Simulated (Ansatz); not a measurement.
```xyz
2

Si    0.0000    0.0000   -0.9259
S     0.0000    0.0000    0.9259
```

Basis set: 6-31G (spherical functions). Correlated methods keep 10 orbitals frozen. Charge 0, multiplicity 1.

Computed with Ansatz (development build ahead of 0.2.0); the reference of a correlated method needn't be the lowest determinant of its kind. Restricted open shells among the atoms or ions are ROHF, correlated in semicanonical orbitals with singles.

(1) Give the atomization energy at this shape (free ground-state atoms in the same class of orbitals less the molecule, no zero-point energy) of singlet SiS by UHF-BCCD(T), RHF-CCSD(T).

Results:

(1)

```json
{"method": "UHF-BCCD(T)", "atomization energy": "3.71 eV"}
{"method": "RHF-CCSD(T)", "atomization energy": "3.70 eV"}
```

Caution: the reference determinant was not shown to be the lowest; the shape is not the minimum.

This basis has no polarisation functions and is too small for such energies, which can lie far from measured ones in either direction.
